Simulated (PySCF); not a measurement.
```xyz
5

Ge     0.0000     0.0000     0.0000
H     -0.8667    -0.5953    -1.1103
H      0.2641     1.4768    -0.2960
H      1.3297    -0.7521     0.0673
H     -0.7271    -0.1294     1.3389
```

Charge 0, multiplicity 1.

Problem. Give the Mulliken and meta-Löwdin atomic charges from PySCF with CAM-B3LYP-D3(BJ)/def2-TZVP.

Solution. 
| atom | Mulliken (e) | meta-Löwdin (e) |
|---|---|---|
| Ge1 | 0.03 | 0.22 |
| H2 | -0.01 | -0.06 |
| H3 | -0.01 | -0.06 |
| H4 | -0.01 | -0.06 |
| H5 | -0.01 | -0.06 |
